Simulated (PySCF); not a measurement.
Si(H)(NHSiH3)(Me)2 (C₂H₁₁NSi₂), SMILES C[SiH](C)N[SiH3].

The structure is a stationary point at B3LYP-D3(BJ)/def2-SVP. One conformer was computed; it need not be the lowest.

Computed with TDA-M06-2X/def2-SVPD (PySCF 2.14.0).

Vertical excitations. 

Task: Give excitation energies, oscillator strengths and character. (The exact figures need the calculation; the answer reports its results.)

Result: 
```tsv
state	energy (eV)	λ (nm)	f	main pairs
S1	6.32	196	0.008	HOMO→LUMO 77 %
S2	7.23	172	0.030	HOMO→LUMO+1 75 %, HOMO→LUMO 12 %
S3	7.46	166	0.033	HOMO→LUMO+4 36 %, HOMO→LUMO+5 21 %, HOMO→LUMO+2 17 %, HOMO→LUMO+3 10 %
S4	7.52	165	0.014	HOMO→LUMO+3 65 %, HOMO→LUMO+5 12 %
S5	7.72	161	0.092	HOMO→LUMO+2 48 %, HOMO→LUMO+5 18 %, HOMO→LUMO+4 8 %, HOMO→LUMO+6 7 %
S6	8.02	155	0.012	HOMO→LUMO+6 65 %
S7	8.17	152	0.058	HOMO→LUMO+5 31 %, HOMO→LUMO+4 28 %, HOMO→LUMO+6 11 %, HOMO−2→LUMO 7 %
S8	8.30	149	0.021	HOMO−1→LUMO 78 %
S9	8.45	147	0.015	HOMO−3→LUMO 28 %, HOMO−2→LUMO 20 %, HOMO→LUMO+7 10 %
S10	8.54	145	0.010	HOMO−3→LUMO 31 %, HOMO→LUMO+7 17 %, HOMO−3→LUMO+2 5 %
T1	6.05	205	0	HOMO→LUMO 65 %, HOMO→LUMO+1 15 %
T2	7.12	174	0	HOMO→LUMO+1 66 %, HOMO→LUMO 19 %
T3	7.28	170	0	HOMO→LUMO+4 36 %, HOMO→LUMO+5 28 %, HOMO→LUMO+2 18 %
T4	7.37	168	0	HOMO→LUMO+3 65 %
```
Triplets are in the Tamm–Dancoff approximation.
